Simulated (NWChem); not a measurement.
# CH3BrSi, singlet; SMILES C[Si]Br

Low-valent species are run as closed-shell singlets; no triplet was tried in these runs. This build's default masses of Se (78.918 u) and Br (79.917 u) are each other's, which moves their modes by up to 0.6 %.

Question: Give the equilibrium geometry at PBE0/def2-SVP (NWChem) as an XYZ file, with the point group.

Answer: point group Cs; any orientation.
```
6

Si    -0.7666     1.1357     0.0000
Br     0.0506    -0.9832     0.0000
C      0.8863     2.0714     0.0000
H      0.7256     3.1615     0.0000
H      1.4884     1.8000    -0.8851
H      1.4884     1.8000     0.8851
```
